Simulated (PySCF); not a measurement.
# Electronic absorption of C6H5NO2

C6H5NO2.
SMILES with atom numbers: `[O:1]=[C:2]([OH:3])[c:4]1[cH:5][cH:6][n:7][cH:8][cH:9]1` (hydrogens: H10 on O3; H11 on C5; H12 on C6; H13 on C8; H14 on C9)

Method: PySCF, TDDFT B3LYP/def2-SVPD, vertical, gas phase, core orbitals frozen in the response. Isolated species at its PBE0-D3(BJ)/def2-SVP geometry (one conformer only). Torsions of this conformer, `[O:1]=[C:2]([OH:3])[c:4]1[cH:5][cH:6][n:7][cH:8][cH:9]1`: O1–C2–C4–C5 177°, H–O3–C2–O1 0°.

```json
{"state": "S1", "E (eV)": "4.05", "ν̃ (cm⁻¹)": "32670", "f": "0.0019", "main configurations (H = HOMO, L = LUMO)": "H→L (99%)"}
{"state": "S2", "E (eV)": "4.77", "ν̃ (cm⁻¹)": "38500", "f": "0.0003", "main configurations (H = HOMO, L = LUMO)": "H-2→L (92%)"}
{"state": "S3", "E (eV)": "4.85", "ν̃ (cm⁻¹)": "39110", "f": "0.049", "main configurations (H = HOMO, L = LUMO)": "H-1→L (89%), H-3→L+1 (9%)"}
{"state": "S4", "E (eV)": "5.06", "ν̃ (cm⁻¹)": "40820", "f": "0.0000", "main configurations (H = HOMO, L = LUMO)": "H→L+1 (100%)"}
{"state": "S5", "E (eV)": "5.82", "ν̃ (cm⁻¹)": "46960", "f": "0.144", "main configurations (H = HOMO, L = LUMO)": "H-3→L (79%), H-1→L+1 (15%)"}
{"state": "S6", "E (eV)": "6.52", "ν̃ (cm⁻¹)": "52610", "f": "0.0003", "main configurations (H = HOMO, L = LUMO)": "H-2→L+1 (96%)"}
{"state": "S7", "E (eV)": "6.66", "ν̃ (cm⁻¹)": "53680", "f": "0.105", "main configurations (H = HOMO, L = LUMO)": "H-4→L (67%), H-1→L+1 (16%)"}
{"state": "S8", "E (eV)": "6.79", "ν̃ (cm⁻¹)": "54760", "f": "0.311", "main configurations (H = HOMO, L = LUMO)": "H-1→L+1 (43%), H→L+2 (19%), H-4→L (17%)"}
{"state": "S9", "E (eV)": "6.85", "ν̃ (cm⁻¹)": "55290", "f": "0.0001", "main configurations (H = HOMO, L = LUMO)": "H-5→L (98%)"}
{"state": "S10", "E (eV)": "6.88", "ν̃ (cm⁻¹)": "55510", "f": "0.168", "main configurations (H = HOMO, L = LUMO)": "H→L+2 (68%), H-1→L+1 (20%)"}
```

Triplets, Tamm–Dancoff:

| state | E (eV) | λ (nm) | main configurations (H = HOMO, L = LUMO) |
| --- | --- | --- | --- |
| T1 | 3.51 | 352.8 | H→L (94%) |
| T2 | 3.90 | 317.7 | H-1→L (95%) |
| T3 | 4.06 | 305.6 | H-3→L (62%), H-1→L+1 (27%) |
| T4 | 4.40 | 281.6 | H-2→L (88%) |

The lowest singlet comes at 306 nm (391 kJ/mol) in the ultraviolet; it is very weak; its leading configuration is HOMO→LUMO (99%). The most intense listed level is S8 at 6.79 eV (183 nm, f = 0.311), 2.74 eV above S1. Löwdin shares by element: HOMO nitrogen 59%, carbon 26% or more; LUMO carbon 31% or more, nitrogen 16%, oxygen 13% or more (atoms not listed hold the other 41%). Orbital energies (eV): HOMO-3 -8.53, HOMO-2 -8.44, HOMO-1 -7.81, HOMO -7.51, LUMO -2.33, LUMO+1 -1.07, LUMO+2 -0.07. The listed states span 2.83 eV, and the widest gap between neighbours is 0.76 eV (S4 to S5). The oscillator strengths of these states sum to 0.780; summed over the whole spectrum of an exact calculation they would give the number of electrons, 64 (Thomas–Reiche–Kuhn). The vertical ionisation energy (ΔSCF) is 9.72 eV, 2.84 eV above S10. The window holds the lowest 10 singlets.

On one thread of an Arm Neoverse V1, no GPU (shared host), this took 4.9 min of wall time.
